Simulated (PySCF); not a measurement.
Compound: 1-ethynyl-4-fluorobenzene, C8H5F.
Numbering: `[CH:1]#[C:2][c:3]1[cH:4][cH:5][c:6]([F:7])[cH:8][cH:9]1` (hydrogens: H10 on C1; H11 on C4; H12 on C5; H13 on C8; H14 on C9)

Method: PySCF 2.14.0, PBE0-D3(BJ)/def2-SVP geometry optimisation, gas phase; density fitting, grid level 1; the optimiser is geomeTRIC in internal coordinates, started from a GFN2-xTB structure with every atom displaced at random (about 0.01 Å).

Step 0: E = -11071.6370 eV
```
atom  x, y, z in Å  |  force x, y, z in eV/Å
C1      3.3069   -0.6651   -0.1738   -4.166   0.872   0.181
C2      2.1036   -0.4149   -0.1192    1.887  -0.547  -0.068
C3      0.7009   -0.1428   -0.0511    1.920  -0.051   0.074
C4      0.2605    1.1070   -0.4423   -3.082  -0.720   0.460
C5     -1.1287    1.3633   -0.3765    1.100   0.044   0.063
C6     -1.9794    0.3886    0.1026   -0.213   0.111  -0.117
F7     -3.2891    0.6382    0.1753    0.212  -0.089   0.007
C8     -1.4956   -0.8511    0.5002   -1.721  -0.332   0.449
C9     -0.1584   -1.1113    0.4489   -0.088  -0.103  -0.280
H10     4.3117   -0.8433   -0.2202    2.439  -0.470  -0.113
H11     0.9016    1.8538   -0.7930    1.279   1.184  -0.604
H12    -1.5217    2.3259   -0.6605   -0.247   0.433  -0.174
H13    -2.2337   -1.5886    0.8597    0.348   0.183  -0.084
H14     0.2135   -2.0749    0.7419    0.330  -0.515   0.205
```

Step 1: E = -11071.8042 eV
```
atom  x, y, z in Å  |  force x, y, z in eV/Å
C1      3.3214   -0.5084   -0.2234    0.840  -0.576   0.114
C2      2.1180   -0.5059   -0.0933   -0.415   0.505  -0.122
C3      0.7186   -0.2302   -0.0244   -0.075  -0.018   0.155
C4      0.2541    1.0341   -0.4249    0.193   0.349  -0.222
C5     -1.0945    1.3578   -0.3729   -0.039  -0.029   0.124
C6     -1.9917    0.4066    0.1018    0.007   0.001  -0.046
F7     -3.2856    0.7062    0.1649   -0.023   0.013  -0.004
C8     -1.5674   -0.8519    0.5092    0.059   0.003   0.059
C9     -0.2120   -1.1620    0.4582   -0.069  -0.160  -0.135
H10     4.3922   -0.6629   -0.2788   -0.321   0.171  -0.042
H11     0.9738    1.7812   -0.7894   -0.149  -0.223   0.089
H12    -1.4594    2.3421   -0.6722    0.000  -0.025  -0.026
H13    -2.3045   -1.5703    0.8684   -0.018  -0.034   0.026
H14     0.1291   -2.1516    0.7688    0.011   0.025   0.030
```

Step 2: E = -11071.8319 eV
```
atom  x, y, z in Å  |  force x, y, z in eV/Å
C1      3.3317   -0.5681   -0.2019   -0.190  -0.378   0.155
C2      2.1234   -0.4826   -0.0928    0.189   0.469  -0.176
C3      0.7263   -0.1841   -0.0293   -0.088  -0.107   0.024
C4      0.2458    1.0750   -0.4352   -0.002  -0.090   0.033
C5     -1.1120    1.3607   -0.3668   -0.024   0.131  -0.019
C6     -1.9977    0.3978    0.1060    0.009  -0.010  -0.011
F7     -3.2951    0.6836    0.1705    0.008   0.021  -0.001
C8     -1.5574   -0.8563    0.5105    0.085   0.098  -0.042
C9     -0.1972   -1.1342    0.4370    0.033  -0.211   0.071
H10     4.3885   -0.7606   -0.2525   -0.016   0.100  -0.041
H11     0.9482    1.8259   -0.8044   -0.030  -0.029   0.019
H12    -1.4999    2.3337   -0.6726   -0.018   0.008  -0.013
H13    -2.2778   -1.5905    0.8755    0.023   0.000  -0.009
H14     0.1655   -2.1157    0.7478    0.021  -0.001   0.009
```

Step 3: E = -11071.8395 eV
```
atom  x, y, z in Å  |  force x, y, z in eV/Å
C1      3.3250   -0.6343   -0.1775   -0.987   0.038   0.108
C2      2.1246   -0.4343   -0.0992    0.596   0.161  -0.128
C3      0.7245   -0.1492   -0.0280    0.088  -0.201  -0.111
C4      0.2162    1.1006   -0.4349    0.026  -0.166   0.128
C5     -1.1416    1.3907   -0.3675    0.163  -0.283  -0.002
C6     -1.9938    0.3987    0.1034    0.001   0.128  -0.008
F7     -3.2963    0.6606    0.1734   -0.020  -0.127   0.059
C8     -1.5190   -0.8468    0.5016   -0.292  -0.294   0.082
C9     -0.1638   -1.1407    0.4271   -0.078   0.502   0.031
H10     4.3662   -0.8562   -0.2308    0.351  -0.026  -0.032
H11     0.9103    1.8460   -0.8041    0.191   0.221  -0.090
H12    -1.5478    2.3526   -0.6848    0.023  -0.005   0.023
H13    -2.2301   -1.5900    0.8689   -0.036   0.030  -0.023
H14     0.2177   -2.1131    0.7443   -0.028   0.022  -0.037
```

**Question.** Estimate the geometry and energy of step 4. (The exact step hangs on the optimiser's Hessian estimate; all steps are aligned on step 3, rigid shifts and turns removed.)

**Answer.** E = -11071.8581 eV, largest force 0.342 eV/Å
```
atom  x, y, z in Å  |  force x, y, z in eV/Å
C1      3.3165   -0.6428   -0.1759   -0.240  -0.014   0.031
C2      2.1253   -0.4181   -0.1092    0.088  -0.009  -0.010
C3      0.7251   -0.1434   -0.0364    0.128  -0.059  -0.041
C4      0.2305    1.1090   -0.4395   -0.205  -0.238   0.136
C5     -1.1311    1.3765   -0.3654   -0.079   0.072  -0.073
C6     -1.9960    0.3929    0.1039    0.043  -0.032   0.038
F7     -3.2997    0.6480    0.1777    0.026   0.033  -0.019
C8     -1.5310   -0.8548    0.5049   -0.006  -0.037  -0.011
C9     -0.1700   -1.1232    0.4299    0.015   0.137   0.023
H10     4.3619   -0.8655   -0.2278    0.170   0.000  -0.018
H11     0.9237    1.8619   -0.8061    0.069   0.117  -0.049
H12    -1.5397    2.3388   -0.6784   -0.007   0.016   0.018
H13    -2.2402   -1.6010    0.8685    0.000   0.020  -0.007
H14     0.2167   -2.0934    0.7458   -0.001  -0.007  -0.020
```

The energy changes by -0.0186 eV. The first-order estimate −F·Δx gives -0.0390 eV and the mean of the old and new forces, exact on a quadratic surface, -0.0187 eV. The step makes an angle of 64° with the force vector and moves no atom by more than 0.021 Å.

The cost below is that of the whole optimisation. The run took 78 s wall on an Arm Neoverse V1 with one thread, no GPU, shared host with 32 logical CPUs at a one-minute load of 13, and the process peaked at 0.66 GiB of memory.
